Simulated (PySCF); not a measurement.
# Molecular orbitals of PbF

PBE0 at R = 2.066 Å; Pb cc-pVTZ-PP with ECP60, F cc-pVTZ; scalar-relativistic core potentials (PySCF 2.14). State: ²Π (doublet), unpaired electrons π ↑. Only the outer orbitals are listed, counted within each symmetry, core potentials removing the inner ones.

```tsv
spin	orbital	occ.	ε (eV)	on Pb (%)	main shells (%)
α	6σ	1	-14.16	81	81 Pb s, 17 F p
α	3π	1	-9.89	7	93 F p
α	3π	1	-9.77	7	93 F p
α	7σ	1	-9.52	32	67 F p, 16 Pb s, 14 Pb p
α	4π	1	-4.70	96	95 Pb p
α	4π	0	-2.92	96	95 Pb p
α	8σ	0	-0.76	94	84 Pb p
α	9σ	0	2.41	100	93 Pb s
β	6σ	1	-13.54	76	75 Pb s, 22 F p
β	3π	1	-9.76	6	94 F p
β	3π	1	-9.60	6	94 F p
β	7σ	1	-9.34	37	63 F p, 22 Pb s, 14 Pb p
β	4π	0	-2.58	97	96 Pb p
β	4π	0	-1.84	97	96 Pb p
β	8σ	0	-0.44	95	85 Pb p
```

Problem. Which are the highest filled and the lowest empty level, where do they sit, and how wide is the gap?

Solution. Highest filled α 4π at -4.70 eV (in %: 95 Pb p); lowest empty α 4π at -2.92 eV (in %: 95 Pb p); the gap at PBE0 is 1.78 eV. Both belong to one degenerate shell, split only by its one-sided filling, so this is no excitation gap.

| Property | Result |
| --- | --- |
| bond order (Mayer) | 0.90 |
| ⟨S²⟩ | 0.752 |
| charge on Pb (Mulliken, basis-dependent) | 0.47 |
| charge on Pb (Löwdin, basis-dependent) | 0.38 |
| dipole moment (positive dipole means Pb(−)F(+)) | -3.46 D |
| polarisability along the bond | 41.8 bohr³ |
| polarisability across the bond | 39.6 bohr³ |

Spin–orbit coupling is left out, which matters for elements this heavy, above all for dissociation energies. The state was picked by a PBE0 search and need not be the measured ground state.
